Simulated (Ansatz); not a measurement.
Cartesian coordinates in Å:
```
N 1.796 -1.255 -1.519
Si 0.227 -1.017 -0.866
C 0.105 0.289 0.488
N 0.467 1.580 -0.132
Si -1.543 0.334 1.401
H 2.302 -0.459 -1.874
H 2.420 -1.909 -1.077
H -0.235 -2.328 -0.338
H -0.681 -0.548 -1.952
H 0.888 0.023 1.210
H -0.222 1.841 -0.829
H 0.486 2.327 0.552
H -1.538 1.472 2.365
H -2.644 0.574 0.426
H -1.828 -0.924 2.146
```

The species carries charge 0 and has multiplicity 1.

(1) List the r2SCAN/def2-TZVPP orbital energies in eV (the Gaussian-basis code of Ansatz). (Estimate.)

Answers

(1) Ansatz gave: Occupied: -1790.88, -1790.67, -385.26, -384.68, -273.37, -141.29, -141.16, -96.17, -96.15, -96.14, -96.01, -96.01, -96.00, -23.22, -22.09, -17.18, -13.63, -13.32, -12.57, -12.31, -10.86, -10.02, -9.43, -8.74, -8.51, -8.34, -7.88, -6.36, -5.52. Lowest empty: -0.06, 0.23, 0.84, 1.24, 1.52, 1.57, 1.90, 2.06.
